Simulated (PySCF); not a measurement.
# [TcH3]+ at several levels of theory

All levels use the PBE0 minimum (quartet; H–H 0.947 Å, Tc–H 1.595 Å, Tc–H 1.683 Å, Tc–H 1.700 Å; H–H–Tc 72.7°, H–H–Tc 74.7°, H–Tc–H 32.5°, H–Tc–H 67.3°, H–Tc–H 99.8°), basis [Tc def2-TZVP with ECP28, H def2-TZVP], scalar-relativistic core potentials, density fitting, no spin–orbit coupling, PySCF. For vertical energies the ionised species is a quintet (spins chosen at PBE0 and kept) and the electron-attached one a triplet. Open shells are unrestricted, also as the reference of the correlated levels. Dipoles are about the centre of mass. A dash marks a value that was not computed or is not defined at that level.

```json
{"level": "PBE0", "vertical IP (eV)": "16.26", "vertical EA (eV)": "6.90", "−ε(HOMO) (eV)": "13.53", "dipole (D)": "1.12"}
{"level": "HF", "vertical IP (eV)": "14.47", "vertical EA (eV)": "5.29", "−ε(HOMO) (eV)": "16.23", "dipole (D)": "1.65"}
{"level": "MP2", "vertical IP (eV)": "15.95", "vertical EA (eV)": "6.56", "−ε(HOMO) (eV)": "–", "dipole (D)": "–"}
{"level": "PBE", "vertical IP (eV)": "16.48", "vertical EA (eV)": "7.11", "−ε(HOMO) (eV)": "12.33", "dipole (D)": "0.93"}
{"level": "B3LYP", "vertical IP (eV)": "16.46", "vertical EA (eV)": "7.12", "−ε(HOMO) (eV)": "13.39", "dipole (D)": "1.10"}
{"level": "r2SCAN", "vertical IP (eV)": "16.19", "vertical EA (eV)": "6.87", "−ε(HOMO) (eV)": "12.42", "dipole (D)": "1.08"}
{"level": "TPSSh", "vertical IP (eV)": "16.24", "vertical EA (eV)": "6.98", "−ε(HOMO) (eV)": "12.84", "dipole (D)": "1.19"}
{"level": "B2PLYP", "vertical IP (eV)": "?", "vertical EA (eV)": "?", "−ε(HOMO) (eV)": "–", "dipole (D)": "–"}
{"level": "r2SCAN0", "vertical IP (eV)": "?", "vertical EA (eV)": "?", "−ε(HOMO) (eV)": "?", "dipole (D)": "?"}
```

**Question.** Fill in the row of B2PLYP.

**Answer.** vertical IP (eV) 16.17, vertical EA (eV) 6.86.

**Question.** Fill in the row of r2SCAN0.

**Answer.** vertical IP (eV) 16.07, vertical EA (eV) 6.75, −ε(HOMO) (eV) 13.60, dipole (D) 1.19.

Spin contamination in at least one species weakens the values at: HF, MP2.

Open d and f shells are described by one determinant, and the ground state may have another occupation or spin.
